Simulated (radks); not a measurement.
The gallium ion Ga0.75+, 30.25 electrons, occupied as [Ar] 3d10 4s2 4p(up 0.25, down 0) (fractional occupations, a model configuration).

Calculated with a radial shooting solver on a logarithmic mesh with Libxc functionals: non-relativistic Kohn-Sham, BLYP, spin-polarised, spherical densities, point nucleus.

Energy parts (eV):
| part | energy |
|---|---|
| total | -52376.753 |
| kinetic | 52344.302 |
| electron-nucleus | -125192.213 |
| Hartree | 22510.229 |
| exchange-correlation | -2039.070 |

Orbitals (lengths in bohr, moments of r in powers of bohr; r(max) is where P^2 peaks; r(90%) holds 90 % of the orbital's charge):
| orbital | occ. | eigenvalue (eV) | <r^4> | r(90%) | <1/r> | r(max) |
|---|---|---|---|---|---|---|
| 1s up | 1 | -10100.31 | 0.00002725 | 0.0880 | 30.51 | 0.03261 |
| 1s down | 1 | -10100.31 | 0.00002725 | 0.0880 | 30.51 | 0.03261 |
| 2s up | 1 | -1238.273 | 0.005778 | 0.342 | 6.676 | 0.1858 |
| 2s down | 1 | -1238.272 | 0.005778 | 0.342 | 6.676 | 0.1858 |
| 2p up | 3 | -1098.034 | 0.004103 | 0.314 | 6.647 | 0.1478 |
| 2p down | 3 | -1098.030 | 0.004103 | 0.314 | 6.647 | 0.1478 |
| 3s up | 1 | -148.9708 | 0.4183 | 0.993 | 2.139 | 0.5733 |
| 3s down | 1 | -148.9651 | 0.4182 | 0.993 | 2.139 | 0.5733 |
| 3p up | 3 | -103.5051 | 0.5367 | 1.05 | 2.012 | 0.5703 |
| 3p down | 3 | -103.4978 | 0.5363 | 1.05 | 2.013 | 0.5703 |
| 3d up | 5 | -25.6515 | 1.916 | 1.39 | 1.656 | 0.5312 |
| 3d down | 5 | -25.6323 | 1.898 | 1.39 | 1.657 | 0.5311 |
| 4s up | 1 | -14.1480 | 60.07 | 3.45 | 0.5697 | 1.889 |
| 4s down | 1 | -13.9698 | 60.42 | 3.45 | 0.5704 | 1.885 |
| 4p up | 0.25 | -7.4134 | 189.3 | 4.60 | 0.4326 | 2.376 |
| 4p down | 0 | -7.2419 | 196.6 | 4.64 | 0.4306 | 2.376 |

The highest occupied level is 4p up at -7.413 eV. Summed over all electrons, <r^2> = 27.81 bohr^2, which gives a Langevin (diamagnetic) susceptibility term of -22 x 10^-6 cm^3/mol. The electron density at the nucleus is 2.042e+04 e/bohr^3. Virial ratio -V/T = 2.00062.
